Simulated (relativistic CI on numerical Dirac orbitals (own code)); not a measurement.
Rb2+: what numerical and physical settings do to a radial Dirac CI calculation

Reference input:

```
atom Rb  Z=37  charge=2  electrons=35
nucleus A=85  rms_radius_fm=4.2036
hamiltonian dirac-coulomb  breit=on  qed=on  c_scale=1
orbitals kli  potential=per-configuration
slater_scale 1
correlation none
mixing on
grid step=0.0125 r_max=49.7
scf mixing=0.4 start=green max_iterations=150 tolerance=2e-08 node_fill=0.05
configurations
  [Ar] 3d10 4s2 4p5
  [Ar] 3d10 4s 4p6
  [Ar] 3d10 4s2 4p4 4d
  [Ar] 3d10 4s2 4p4 4f
  [Ar] 3d10 4s2 4p3 4d2
end
```

Computed lowest total energy -2976.11200 Ha, first excitation 7339.6 cm⁻¹, 55 SCF steps. Runs with settings changed; * marks those that are bad on purpose:

```
                                                                                Changed        Outcome     Lowest level  ΔE (Ha)  First excitation (cm⁻¹)  SCF steps                                                   Message
                                                       node fill of the KLI weights 0.5      converged  4s2.4p5 2P°_3/2    0.037                   7604.9         57                                                          
node fill of the KLI weights 0.2, nuclear radius 4.624 fm, start potential thomas-fermi      converged  4s2.4p5 2P°_3/2    0.011                   7452.2         56                                                          
                                         node fill of the KLI weights 0, SCF mixing 0.2      converged  4s2.4p5 2P°_3/2  0.00129                   7293.0         61                                                          
                                                                          QED terms off      converged  4s2.4p5 2P°_3/2    -1.05                   7324.0         55                                                          
                                                                       Slater scale 0 *      converged  4s2.4p5 2P°_3/2   0.0434                   7336.3         55                                                          
                                                                    iteration limit 1 *  not converged                                                             1  SCF of 1s2 2s2 2p6 3s2 3p6 3d10 4s2 4p5 did not converge
```

With so few configurations and no correlation, terms lie too far apart (by 10 to 50 % near neutrality), their order can be wrong, and levels of other configurations are missing.
